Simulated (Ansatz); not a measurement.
`[F][In@-]1([Cl])[Cl+][In@-]([F])([Cl])[Cl+]1`. Total charge 0; spin multiplicity 1. In: def2 effective core potential.

Cartesian coordinates in Å:
```
F -2.3131 0.7201 -1.8740
In -1.7037 -0.3438 -0.3910
Cl -2.9504 -1.8694 0.7631
Cl -0.5063 1.2386 1.1172
In 1.7046 0.3428 0.3927
F 2.3471 -0.7068 1.8717
Cl 2.9163 1.8780 -0.7857
Cl 0.5055 -1.2596 -1.0940
```

Question: What are the harmonic wavenumbers in cm⁻¹ at PBE0-D4/def2-TZVP (Ansatz, finite differences of forces, unscaled)? (Best estimate.)

Answer: Ansatz gave: 17, 48, 62, 75, 82, 95, 98, 110, 123, 132, 221, 261, 275, 289, 386, 391, 619, 619.

Question: Is this a minimum?

Answer: Yes, all 18 modes are real.

Question: Give the ideal-gas thermochemistry at 298.15 K and 1 bar (rigid rotor, harmonic oscillator; point group C2h, symmetry number 2).

Answer: Zero-point energy 23.3 kJ/mol; H(298) − E = 60.8 kJ/mol; entropy 524.3 J/(mol·K), of which translation 183.9, rotation 131.9, vibration 208.5; G(298) − E = -95.5 kJ/mol. Modes under 100 cm⁻¹ are hindered rotations or soft bends, so the harmonic entropy is rough.

Question: Rotational constants (cm⁻¹)?

Answer: 0.03034, 0.009038, 0.008472.
